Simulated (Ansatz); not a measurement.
Born–Oppenheimer molecular dynamics of H8OSi3 (12 atoms, charge 0, multiplicity 1). It starts from a relaxed structure.

Level of theory: Ansatz, RKS PBE0-D4/STO-3G.

```json
{
 "ensemble": "NVE (velocity Verlet)",
 "time step": "0.5 fs",
 "steps asked": "150",
 "starting velocities drawn for": "1500 K",
 "seed": "236299"
}
```

First frame:

```xyz
12
Properties=species:S:1:pos:R:3
Si -0.014 -0.028 -0.120
O -0.114 -0.404 1.567
H -1.113 -0.530 1.718
Si 2.177 0.021 -0.627
H 2.828 -1.225 -0.300
H 2.350 0.252 -2.041
H 2.858 1.081 0.076
Si -1.074 1.891 -0.666
H -2.463 1.858 -0.271
H -0.469 3.041 -0.037
H -1.033 2.102 -2.095
H -0.649 -1.091 -0.882
```

Question: How far do the bonds stretch over the last three quarters of this one trajectory? (Pairs bonded in most of those frames.)

Answer: 
```json
{"bond": "Si1–O2", "mean (Å)": "1.766", "spread (Å)": "0.061", "shortest": "1.66", "longest": "1.84"}
{"bond": "Si1–Si4", "mean (Å)": "2.272", "spread (Å)": "0.029", "shortest": "2.23", "longest": "2.32"}
{"bond": "Si1–Si8", "mean (Å)": "2.256", "spread (Å)": "0.021", "shortest": "2.23", "longest": "2.32"}
{"bond": "Si1–H12", "mean (Å)": "1.463", "spread (Å)": "0.014", "shortest": "1.44", "longest": "1.49"}
{"bond": "O2–H3", "mean (Å)": "1.037", "spread (Å)": "0.083", "shortest": "0.90", "longest": "1.16"}
{"bond": "Si4–H5", "mean (Å)": "1.459", "spread (Å)": "0.060", "shortest": "1.36", "longest": "1.54"}
{"bond": "Si4–H6", "mean (Å)": "1.461", "spread (Å)": "0.066", "shortest": "1.36", "longest": "1.55"}
{"bond": "Si4–H7", "mean (Å)": "1.450", "spread (Å)": "0.071", "shortest": "1.35", "longest": "1.56"}
{"bond": "Si8–H9", "mean (Å)": "1.458", "spread (Å)": "0.058", "shortest": "1.37", "longest": "1.54"}
{"bond": "Si8–H10", "mean (Å)": "1.456", "spread (Å)": "0.051", "shortest": "1.38", "longest": "1.52"}
{"bond": "Si8–H11", "mean (Å)": "1.458", "spread (Å)": "0.057", "shortest": "1.37", "longest": "1.53"}
```

Mean temperature of the second half: 787 K. The conserved energy stayed within 2 meV per atom of its start (net change 0.12 meV per atom), so the integration is sound. Over the second half the temperature averaged 0.52 of the 1500 K drawn at the start: a run that starts near a minimum puts about half its kinetic energy into the potential. A run of 0.075 ps of so small a system gives no equilibrium averages. Limits of this set-up: minimal basis.

Time of the run: 6.1 min on 1 thread of Arm Neoverse V1, on a shared host, peak memory 0.11 GiB.
